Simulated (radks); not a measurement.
The numbers below are computed, except where a source is named.
Problem. Successive ionisation energies (eV) of one element, from differences of total energies of ions in their ground configurations, starting at charge 22: 685.17, 717.54, 798.26, 835.06, 1501.9, 1581.4, 1662.2, 1744.0, 1826.7, 1935.2, 2022.8, 2111.4, 2201.0, 2291.5, 2542.5, 2621.5, 2699.4, 2803.2, 2884.7, 2965.0, 3130.9, 3216.7. Level of theory: non-relativistic Kohn-Sham, PBE, spin-polarised, spherical densities, point nucleus; open shells are filled with parallel spins first (spin-orbit coupling, left out, can overturn this in heavy ions); relativity is left out, which matters for an element this heavy (a radial shooting solver on a logarithmic mesh with Libxc functionals). Which element is it?

Solution. Xenon (Z = 54). The first species listed is Xe22+ in [Ar] 3d10 4s2 4p2, the last Xe43+ in [Ne] 3s1.
